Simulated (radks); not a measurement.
The numbers below are computed, except where a source is named.
Question: Ionisation of N3+, [He] 2s2, to N4+, [He] 2s1, under several functionals. Dirac Kohn-Sham, spin-unpolarised, spherical densities, point nucleus; a radial shooting solver on a logarithmic mesh with Libxc functionals. Known Delta-SCF values: PW91 77.899 eV. What does exchange-only B88 give, and what is its highest occupied eigenvalue?

Answer: 76.940 eV by Delta-SCF; the 2s1/2 eigenvalue is -67.173 eV. NIST: 77.474 eV (measured).

Beside tabulated values, note that spin-unpolarised runs miss the spin-polarisation part of the exchange energy of open shells.
